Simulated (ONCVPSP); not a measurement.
As (Z = 33), ONCV: configuration errors across variants

```json
{
 "Element": "As (Z = 33)",
 "Generator": "ONCVPSP 4.0.1",
 "Type": "optimised norm-conserving Vanderbilt (ONCV)",
 "Functional": "PBE",
 "Relativity": "scalar-relativistic",
 "Frozen core": "[Ne]",
 "Valence charge": "23",
 "Reference configuration": "3s2 3p6 3d10 4s2 4p1 (charge +2)",
 "Partial waves": "3s+4s: rc 1.15 bohr, ncon 5, nbas 10, qcut 11.5 1/bohr, 2 projectors; 3p+4p: rc 0.85 bohr, ncon 4, nbas 7, qcut 19.7 1/bohr, 2 projectors; 3d: rc 0.65 bohr, ncon 3, nbas 7, qcut 24.2 1/bohr, 3 projectors, debl 2.1 Ha",
 "Local potential": "polynomial inside 0.55 bohr (lpopt 5, dvloc0 2 Ha)",
 "Core correction": "Teter function, fcfact 2, rcfact 1.1"
}
```

In the d channel the program set the typed energies aside and used -2.276, 0.250, 2.350 Ha.

All-electron excitation energies from the reference (eV): (1) 3s2 3p6 3d10 4s2 4p3 -27.068; (2) 3s2 3p6 3d10 4s2 4p2 -17.918; (3) 3s2 3p6 3d10 4s2 4p0 27.703; (4) 3s1 3p6 3d10 4s2 4p3 174.202.

Errors AE − PS in meV (a dash: test not solved or not reliable):

```csv
change,(1),(2),(3),(4),bound ghosts,GHOST(+) flags above zero
base,+2.6,+1.7,-2.4,-275,none,s
p: rc 0.6,+2.6,+1.8,-2.4,-283,none,s
p: rc 0.76,+2.5,+1.7,-2.4,-280,none,s
p: rc 0.98,+2.9,+1.9,-2.7,-270,none,s
p: rc 1.1,+3.2,+2.1,-3.0,-267,none,s
p: rc 1.18,+3.3,+2.2,-3.1,-272,none,s
```

(1) Give the same row for: p: rc 0.82.

## Answers

(1) +2.5, +1.7, -2.4, -278; bound ghosts: none; GHOST(+) flags above zero: s.
